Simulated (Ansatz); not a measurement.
All values below come from frozen-core CCSD(T)/cc-pVTZ // B3LYP-D3(BJ)/def2-TZVP (Ansatz, a quantum-chemistry and plane-wave program).

Ansatz 0.2 input:
```yaml
crystal:
  periodic: [false, false, false]
  atoms:
    - { symbol: Cl, position_ang: [-1.381134, -1.362035, -0.169924] }
    - { symbol: Si, position_ang: [0.00143, -0.000535, 0.516881] }
    - { symbol: Cl, position_ang: [-0.489866, 1.876984, -0.168974] }
    - { symbol: Cl, position_ang: [1.86957, -0.514414, -0.177982] }
basis:
  gaussian: { orbitals: cc-pVTZ }
correlation:
  method: ccsd_t
magnetization:
  spin_polarized: true
  initial_magnetization: 1
```

Output:

```
Functional definition: HF
819 factors; integrals over basis functions are off by at most 5.7e-4 eV
mean field evaluation 1: about -45376.3902 eV, gradient 1.4e1 eV
mean field evaluation 2: about -45376.6650 eV, gradient 1.5e1 eV
mean field evaluation 4: about -45378.3784 eV, gradient 2.1e0 eV
mean field evaluation 8: about -45378.4911 eV, gradient 2.6e-1 eV
mean field evaluation 16: about -45378.4929 eV, gradient 2.7e-6 eV
mean field -45378.49288736 eV, -1667.6288549633 hartree, gradient 2.7e-6 eV, S^2 0.755673; 0 other end points of the search recorded, 0 dependent functions left out
20 core orbitals not correlated
reference -45378.49288736 eV, -1667.6288549633 hartree; 13, 12 occupied and 103, 104 virtual orbitals, 819 factors
second order -17.72438535 eV of doubles, -0.00000000 eV of singles
cycle   1  -18.58213838 eV  change   -8.6e-1 eV  update   8.4e-2
cycle   2  -18.95632826 eV  change   -3.7e-1 eV  update   2.5e-2
cycle   3  -19.03526660 eV  change   -7.9e-2 eV  update   1.4e-2
cycle   4  -19.02687004 eV  change    8.4e-3 eV  update   4.7e-3
cycle   5  -19.02580444 eV  change    1.1e-3 eV  update   2.0e-3
cycle   6  -19.02626204 eV  change   -4.6e-4 eV  update   7.3e-4
cycle   7  -19.02647977 eV  change   -2.2e-4 eV  update   2.7e-4
cycle   8  -19.02656727 eV  change   -8.8e-5 eV  update   8.8e-5
cycle   9  -19.02654864 eV  change    1.9e-5 eV  update   2.8e-5
perturbative correction -0.84541547 eV, -0.0310684454 hartree
Total energy: -45398.36485147 eV, -1668.3591361745 hartree
```

Cost: about 26 core-seconds (a rough figure).
